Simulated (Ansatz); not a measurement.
Reaction (formal exchange of groups at the Si–C bond): `C[Si](S)(Cl)C=O` + CH₄ → `C[Si](C)(S)Cl` + `C=O`

Computed with Ansatz on PBE0-D4/def2-TZVP structures; ΔE is electronic, products minus reactants. CBS: MP2 limit from def2 TZ/QZ plus the TZ coupled-cluster correction, frozen cores. This one scheme is used for every species. Functionals use def2-TZVPP. B3LYP here is the variant with VWN-RPA as its local correlation; programs differ in this. Each species was taken in one conformer, which may not be the lowest.

```json
{"level": "PBE-D4", "ΔE (kJ/mol)": "-8.0", "difference from CCSD(T)/CBS": "8.6"}
{"level": "r2SCAN-D4", "ΔE (kJ/mol)": "-11.1", "difference from CCSD(T)/CBS": "5.5"}
{"level": "ωB97X-V", "ΔE (kJ/mol)": "-16.1", "difference from CCSD(T)/CBS": "0.5"}
{"level": "ωB97M-V", "ΔE (kJ/mol)": "-16.3", "difference from CCSD(T)/CBS": "0.3"}
{"level": "PBE", "ΔE (kJ/mol)": "-8.1", "difference from CCSD(T)/CBS": "8.5"}
{"level": "PBE0", "ΔE (kJ/mol)": "-14.4", "difference from CCSD(T)/CBS": "2.2"}
{"level": "B3LYP", "ΔE (kJ/mol)": "-10.5", "difference from CCSD(T)/CBS": "6.1"}
{"level": "HF/def2-TZVPP", "ΔE (kJ/mol)": "-20.4", "difference from CCSD(T)/CBS": "-3.8"}
{"level": "MP2/def2-TZVPP", "ΔE (kJ/mol)": "-19.1", "difference from CCSD(T)/CBS": "-2.5"}
{"level": "CCSD/def2-TZVPP", "ΔE (kJ/mol)": "-19.0", "difference from CCSD(T)/CBS": "-2.4"}
{"level": "CCSD(T)/def2-TZVPP", "ΔE (kJ/mol)": "-17.1", "difference from CCSD(T)/CBS": "-0.5"}
{"level": "HF/def2-QZVPP", "ΔE (kJ/mol)": "-20.6", "difference from CCSD(T)/CBS": "-4.0"}
{"level": "SCS-MP2/def2-QZVPP", "ΔE (kJ/mol)": "-17.9", "difference from CCSD(T)/CBS": "-1.3"}
{"level": "HF/CBS(def2)", "ΔE (kJ/mol)": "-20.7", "difference from CCSD(T)/CBS": "-4.1"}
{"level": "MP2/CBS(def2)", "ΔE (kJ/mol)": "-18.5", "difference from CCSD(T)/CBS": "-1.9"}
{"level": "CCSD/CBS(def2)", "ΔE (kJ/mol)": "-18.4", "difference from CCSD(T)/CBS": "-1.8"}
{"level": "CCSD(T)/CBS", "ΔE (kJ/mol)": "-16.6", "difference from CCSD(T)/CBS": "0"}
```

Largest T1 diagnostic among the species: 0.015.

From PBE to PBE0 (25 % exact exchange), in def2-TZVPP and without D4, ΔE moves by −6.4 kJ/mol.
